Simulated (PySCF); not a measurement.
C3H6BFO2, SMILES C(C(=O)B(F)O)C.

Coordinates come from a r2SCAN-D4/def2-SVP optimisation. This is a generated structure with no PubChem entry under its InChIKey; it may be hypothetical. The values are those of a single conformer.

Calculation: r2SCAN-D4/def2-SVP (PySCF).

Harmonic, unscaled wavenumbers; measured fundamentals usually lie a few per cent lower.

Computed normal modes with their intensities:
```
mode  ν (cm⁻¹)  IR (km/mol)  moving atoms (share of kinetic energy)
----  --------  -----------  --------------------------------------
1           28          1.1          O 49 %, F 31 %, C 11 %, H 10 %
2           84          0.0                  H 45 %, C 41 %, O 10 %
3          143          1.1          O 37 %, C 30 %, F 17 %, H 14 %
4          197          0.2                          H 84 %, C 11 %
5          279          7.3                  O 44 %, C 30 %, H 17 %
6          332          6.4          F 38 %, O 26 %, C 25 %, H 10 %
7          340          0.3           H 33 %, C 30 %, B 25 %, O 9 %
8          432          3.2           O 42 %, C 22 %, F 20 %, H 9 %
9          575         48.2  O 35 %, H 19 %, B 18 %, F 18 %, C 10 %
10         586         21.6                  H 67 %, B 16 %, C 15 %
11         657        146.2                  H 55 %, B 27 %, O 11 %
12         740          0.4                  C 43 %, O 26 %, H 26 %
13         798          0.0                  H 55 %, C 30 %, B 13 %
14         975         60.0          C 49 %, H 26 %, F 13 %, O 10 %
15         997         77.4                  H 63 %, O 16 %, C 14 %
16        1012         37.5                          H 54 %, C 39 %
17        1038          3.0                          H 59 %, C 38 %
18        1116         43.0                          C 56 %, H 39 %
19        1243          0.4                          H 82 %, C 18 %
20        1320         92.4                  H 44 %, C 26 %, B 24 %
21        1382          7.8                          H 82 %, C 17 %
22        1393         43.1                  H 34 %, B 33 %, C 26 %
23        1411          9.8                          H 69 %, C 26 %
24        1462        325.2                          B 71 %, O 17 %
25        1463          8.6                                  H 97 %
26        1470          1.0                                  H 92 %
27        1767        102.5                          C 61 %, O 38 %
28        3012         18.1                                  H 94 %
29        3048         20.3                                  H 97 %
30        3049          5.2                           H 91 %, C 9 %
31        3145         13.6                           H 91 %, C 9 %
32        3148         14.2                          H 90 %, C 10 %
33        3812         81.9                                  H 94 %
```
